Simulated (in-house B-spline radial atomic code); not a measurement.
RPA and G0W0 on r2SCAN0: Hg II (Hg+)

Configuration [Xe] 4f14 5d10 6s1, highest spin, mean-field start r2SCAN0. Computed with a B-spline radial code for spherical atoms: all electrons, scalar-relativistic (spin-free one-electron X2C), finite nucleus, each spin shell either full or empty, empty states to l = 9 with an (l + 1/2)⁻⁴ tail; G0W0 by contour deformation at full frequency.

Without the two-electron picture change, the correlation of inner shells comes somewhat too large for so heavy an element.

RPA overbinds a lone outer s electron by self-correlation, and G0W0 tends to as well.

Command:
```bash
python run_gw.py task.json out
```
Settings (radii: box in bohr, nucleus in fm):
```
Z                        80
electrons                79
configuration            [Xe] 4f14 5d10 6s1
hamiltonian              x2c
method                   r2scan0
lmax                     9
rms_radius               5.4648
spin_polarised           True
box_radius               23.78
intervals                70
ion_configuration        [Xe] 4f14 5d10
```

Run time, properties included: 20 s on 1 thread of Arm Neoverse N1, on a shared host.

Energies (hartree):

| term | value |
| --- | --- |
| mean-field total | -19625.44246 |
| Hartree-Fock functional on these orbitals | -19619.80382 |
| direct second order | -7.9523 |
| second-order exchange | 1.9722 |
| SOSEX correction | 1.8508 |

(1) What is the RPA correlation energy, and what remains with SOSEX?

Quasi-particle levels (eV):

```json
{"level": "6s up", "occupied": "yes", "mean field": "-16.152", "Σx - vxc": "-1.39", "Σc": "?", "QP weight": "?", "G0W0": "?"}
{"level": "5d down", "occupied": "yes", "mean field": "-20.737", "Σx - vxc": "-4.38", "Σc": "0.31", "QP weight": "0.896", "G0W0": "-24.804"}
{"level": "6s down", "occupied": "no", "mean field": "-12.547", "Σx - vxc": "4.74", "Σc": "-2.60", "QP weight": "0.940", "G0W0": "-10.406"}
```

G0W0 = mean field + (Σx - vxc) + Σc, with Σc (partial-wave tail included) taken at the quasi-particle energy. Only the outer levels were computed. Levels of low weight are left out.

(2) Where does G0W0 put 6s up?

(3) What does it cost to remove one electron (to [Xe] 4f14 5d10) by differences of total energies, each species on its own start (correlation terms add to the Hartree-Fock functional)?

Answers

(1) RPA gives -6.9623 hartree (-2.4 eV per electron); RPA + SOSEX gives -5.1116, and the second-order doubles -5.9801 hartree (no singles). RPA lacks exchange-type terms and so overcorrelates at short range.

(2) At -19.200 eV, with Σc = -1.66 eV and a quasi-particle weight of 0.944. The tabulated removal energy is 18.757 eV (NIST, measured); the calculation leaves out spin-orbit coupling, Breit and QED terms, and what these don't explain is the method's own error.

(3) r2SCAN0 18.819 eV, Hartree-Fock functional 17.048 eV, + RPA 19.093 eV, + RPA + SOSEX 18.437 eV, + second order 19.693 eV. Tabulated: 18.757 eV (NIST, measured); the calculation leaves out spin-orbit coupling, Breit and QED terms, and what these don't explain is the method's own error.
